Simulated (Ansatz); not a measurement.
Mulliken charges of `C=[C]([GeH3])[TeH]` from B3LYP/def2-TZVPP in Ansatz (PBE0-D4/def2-TZVP geometry).

```csv
atom,x (Å),y (Å),z (Å),charge (e)
C1,-1.500,0.610,-0.559,-0.216
C2,-0.205,0.338,-0.424,-0.190
Ge3,0.444,-0.942,0.888,0.111
Te4,1.194,1.202,-1.740,0.138
H5,-1.887,1.321,-1.284,0.104
H6,-2.241,0.119,0.068,0.105
H7,1.076,-2.147,0.175,0.001
H8,-0.744,-1.394,1.755,-0.014
H9,1.513,-0.270,1.766,-0.005
H10,2.435,1.112,-0.644,-0.036
```

Q: By hand: the dipole of these point charges (1 e Å = 4.8032 D).

A: Σ q r = (0.062, -0.006, -0.077) e Å, of length 0.099 e Å = 0.48 D.

Q: How does the dipole of the full density compare? (Best estimate.)

A: The calculation gave: (-0.103, -0.013, 0.034) e Å, 0.52 D; the point charges give 0.92 times that, at 146° from its direction, so they point the opposite way.

Point charges leave out the atoms' own dipoles, such as those of lone pairs, and Mulliken's split depends on the basis, so the two needn't agree.

B3LYP here is the variant with VWN-RPA as its local correlation; programs differ in this.
